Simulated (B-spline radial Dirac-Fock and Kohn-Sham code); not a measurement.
## Binding energies of In⁺ in different valence configurations

Method: Dirac-Fock (average of configuration) total-energy differences with a finite nucleus, the Breit interaction including its frequency dependence, and self-energy and vacuum-polarisation corrections. Computed with an atomic code on a B-spline grid. Electron correlation is not included.

Reference: the tabulated ground configuration [Kr] 4d10 5s2, with 1s 27955.7 eV, 2s 4261.0 eV, 2p1/2 3955.7 eV, 3p1/2 722.2 eV, 3p3/2 683.7 eV, 4p1/2 105.2 eV, Kα1 24208.1 eV, Kβ1 27272.0 eV.

Task: One of these configurations gives the following shifts from the reference, in eV: average energy +18.69, 1s +8.34, 2s +8.75, 2p1/2 +8.71, 3p1/2 +8.52, 3p3/2 +8.51, 4p1/2 +6.57, Kα1 -0.38, Kβ1 -0.16. Which?
A. [Kr] 4d9 5s2 5p1
B. [Kr] 4d10 5s1 5p1

Result: A. The others give [Kr] 4d10 5s1 5p1: 1s +1.43.
